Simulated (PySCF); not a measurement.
Si(CCH)(F)2(Me) (C3H4F2Si), SMILES C#C[Si](C)(F)F.

Coordinates come from a PBE0-D3(BJ)/def2-SVP optimisation.

These are PBE/def2-TZVP in PySCF values and carry that method's errors.

The molecule is in vacuum.

total energy: -605.64791 hartree
point group: Cs
highest occupied level: -7.51 eV
lowest empty level: -1.53 eV
orbital gap: 5.99 eV
dipole moment: 2.52 D
quadrupole, principal values (traceless, Buckingham form, about the centre of nuclear charge): -7.16, -3.26, 10.42 D·Å
mean static polarisability: 55.6 bohr³ (8.24 Å³)
polarisability, principal values: 43.6, 48.0, 75.3 bohr³
